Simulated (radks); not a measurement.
Eu IV, 60 electrons, occupied as [Xe] 4f6.

Calculated with a radial shooting solver on a logarithmic mesh with Libxc functionals: Dirac Kohn-Sham, BLYP, spin-unpolarised, spherical densities, point nucleus; open shells fill j = l - 1/2 first.

Energy parts (eV):
part                      energy
total                 -295285.21
kinetic                321146.26
electron-nucleus      -722812.18
Hartree                112994.61
exchange-correlation    -6613.89

Orbitals (lengths in bohr, moments of r in powers of bohr; r(90%) holds 90 % of the orbital's charge):
orbital	occ.	eigenvalue (eV)	<r^4>	<1/r>	r(90%)	<r^2>
1s1/2	2	-48358.34	1.225e-06	70.25	0.0403	0.0006791
2s1/2	2	-7963.112	0.0001954	16.73	0.147	0.01062
2p1/2	2	-7556.085	0.0001212	16.70	0.130	0.007723
2p3/2	4	-6907.823	0.0001577	14.82	0.139	0.008962
3s1/2	2	-1776.881	0.007648	6.087	0.366	0.07109
3p1/2	2	-1601.168	0.006979	6.002	0.359	0.06634
3p3/2	4	-1469.067	0.008502	5.527	0.377	0.07348
3d3/2	4	-1165.023	0.006206	5.403	0.349	0.05888
3d5/2	6	-1136.283	0.006597	5.285	0.355	0.06088
4s1/2	2	-377.7389	0.1896	2.543	0.812	0.3610
4p1/2	2	-309.8531	0.2168	2.437	0.842	0.3807
4p3/2	4	-280.5629	0.2637	2.276	0.884	0.4198
4d3/2	4	-168.7808	0.3813	2.058	0.971	0.4840
4d5/2	6	-163.5069	0.4062	2.018	0.986	0.4995
4f5/2	6	-33.0594	2.525	1.491	1.49	0.9891
4f7/2	0	-32.3830	2.672	1.475	1.51	1.015
5s1/2	2	-72.5309	6.148	0.9876	1.94	2.048
5p1/2	2	-53.6221	9.827	0.8782	2.19	2.548
5p3/2	4	-49.4050	12.21	0.8233	2.31	2.841
5d3/2	0	-24.7809	49.27	0.5832	3.30	5.516
5d5/2	0	-24.3721	52.31	0.5727	3.35	5.692
6s1/2	0	-22.5719	171.1	0.4058	4.45	11.06

The highest occupied level is 4f5/2 at -33.059 eV. For comparison, the ionisation energy in NIST's Atomic Spectra Database is 42.9 eV (semi-empirical). In exact Kohn-Sham theory the highest level is minus the ionisation energy, but local and semilocal functionals leave it too shallow, through self-interaction and a potential that decays too fast; potentials with the right tail come closer. The density falls to 0.001 e/bohr^3 at r = 3.30 bohr.

Beside tabulated values, note that spin-unpolarised runs miss the spin-polarisation part of the exchange energy of open shells.
